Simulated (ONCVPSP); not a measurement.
# Transferability test, ONCV potential for nitrogen (N)

ONCVPSP 4.0.1 input, shortened (lines: element, Z, core and valence counts, functional; n l f; lmax; l rc ep ncon nbas qcut; lloc lpopt rc5 dvloc0; l nproj debl; icmod fcfact rcfact), PBEsol, scalar-relativistic:

```
  N 7.00    1    2  -116133      upf
    1    0    2.00
    2    0    1.50
    2    1    3.50
    2
    0    1.00    0.00    5    9    5.90
    1    2.60    0.00    4    8    4.70
    2    2.10    0.26    4    8    4.90
    4    5    0.65    0.00
    0    2    0.30
    1    2    0.60
    2    3    3.30
    3    2.00    1.60
```

In the s channel the program set the typed energies aside and used -0.687, 0.250 Ha.

Energies are relative to the spin-unpolarised reference configuration 2s1.5 2p3.5; without spin polarisation the order of configurations can differ from experiment. Not all tests gave a result: 1 of 4 tests not solved or not reliable.

```json
{"valence configuration": "2s2 2p3", "charge": "0", "ΔE all-electron (eV)": "-5.713", "error AE − PS (meV)": "-17"}
{"valence configuration": "2s2 2p2", "charge": "+1", "ΔE all-electron (eV)": "7.807", "error AE − PS (meV)": "+359"}
{"valence configuration": "2s2 2p1", "charge": "+2", "ΔE all-electron (eV)": "36.545", "error AE − PS (meV)": "+1943"}
```

Levels in the configuration 2s2 2p2:

| level | all-electron (eV) | pseudo (eV) |
| --- | --- | --- |
| 2s | -32.305 | -31.778 |
| 2p | -20.598 | -19.789 |
